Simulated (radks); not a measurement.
Values are calculated unless marked as measured or tabulated.
Problem. Neutral hydrogen, 1s1. Level of theory: non-relativistic Kohn-Sham, PBE, spin-polarised, spherical densities, point nucleus (a radial shooting solver on a logarithmic mesh with Libxc functionals). Every spin shell is full or empty, so the densities are truly spherical. Functionals are evaluated on that one density, not self-consistently. Rank these orbital-free kinetic functionals by their error against the exact value of the orbitals, and give that value: Thomas-Fermi, von Weizsacker, TF + vW, TF + vW/9, LC94, APBEK, revAPBEK, Perdew 92, Thakkar, Pearson, LKT, PG1, DePristo-Kress, Ernzerhof.

Solution. Exact: 0.494812 hartree. From best to worst, with 100 (|E| - |E exact|)/|E exact| (equal figures are ties): von Weizsacker 0.00, APBEK +1.56, LC94 +1.69, Thakkar +1.92, DePristo-Kress +1.98, TF + vW/9 +2.12, Perdew 92 +2.14, revAPBEK +2.46, Pearson -2.89, Ernzerhof +5.74, Thomas-Fermi -8.99, PG1 +54.24, LKT +61.68, TF + vW +91.01.
